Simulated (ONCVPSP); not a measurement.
# An all-electron radial function and its pseudo partner (Co (Z = 27))

Columns: radius, all-electron u(r) and pseudo u(r) of the 3s shell (level -103.38 eV) of cobalt in the configuration [Ne] 3s2 3p6 3d7 4s1.5 4p0.5; PBE, scalar-relativistic, ONCV scheme, ONCVPSP 4.0.1.

| r (bohr) | all-electron | pseudo |
| --- | --- | --- |
| 0.085 | -0.1388 | 0.2358 |
| 0.170 | -0.6737 | 0.4613 |
| 0.255 | -0.3898 | 0.6664 |
| 0.340 | 0.1871 | 0.8422 |
| 0.425 | 0.7079 | 0.9808 |
| 0.510 | 1.0563 | 1.0770 |
| 0.595 | 1.2303 | 1.1282 |
| 0.680 | 1.2699 | 1.1353 |
| 0.765 | 1.2204 | 1.1023 |
| 0.850 | 1.1202 | 1.0365 |
| 0.935 | 0.9963 | 0.9464 |
| 1.020 | 0.8662 | 0.8416 |
| 1.105 | 0.7407 | 0.7312 |
| 1.190 | 0.6254 | 0.6229 |
| 1.275 | 0.5228 | 0.5225 |
| 1.360 | 0.4337 | 0.4336 |
| 1.445 | 0.3576 | 0.3575 |
| 1.530 | 0.2933 | 0.2933 |
| 1.615 | 0.2396 | 0.2396 |
| 1.700 | 0.1950 | 0.1950 |
| 1.785 | 0.1583 | 0.1583 |
| 1.870 | 0.1282 | 0.1282 |
| 1.955 | 0.1036 | 0.1036 |
| 2.040 | 0.0836 | 0.0835 |
| 2.125 | 0.0673 | 0.0673 |
| 2.210 | 0.0541 | 0.0541 |

**Question.** How many radial nodes do the two functions have?

**Answer.** The all-electron 3s function has n − l − 1 = 2 (the table is too coarse to show those close to the nucleus); the pseudo-wave has 0, since the states of the same l below it are removed with the core.

**Question.** At about which radius was the pseudo-wave matched?

**Answer.** 1.35 bohr, where the columns begin to agree (steps of 0.09 bohr).

**Question.** Is the pseudo-wave norm-conserving?

**Answer.** Yes: the ONCV scheme keeps the norm inside the radius equal to the all-electron one, which fixes the energy derivative of the logarithmic derivative at the level.
